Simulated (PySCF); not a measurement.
A structure optimised at PBE-D3(BJ)/def2-SVP, used in a PySCF frequency run:

```
C
C 1 1.3443
H 1 1.1032 2 121.37
H 2 1.1043 1 122.74 3 -180.00
H 2 1.1047 4 115.76 1 180.00
Sn 1 2.1348 3 117.92 2 -180.00
F 6 1.9559 1 109.34 3 55.52
F 6 1.9559 7 102.12 1 115.74
H 6 1.7253 7 107.79 8 113.39
```
Charge 0, spin multiplicity 1.

Question: Write its SMILES, formula and point group.

Answer: C=[CH][SnH]([F])[F], C2H4F2Sn, Cs

Question: What are its rotational constants (standard atomic weights)?

Answer: 4.3706, 2.0278, 1.6330 GHz
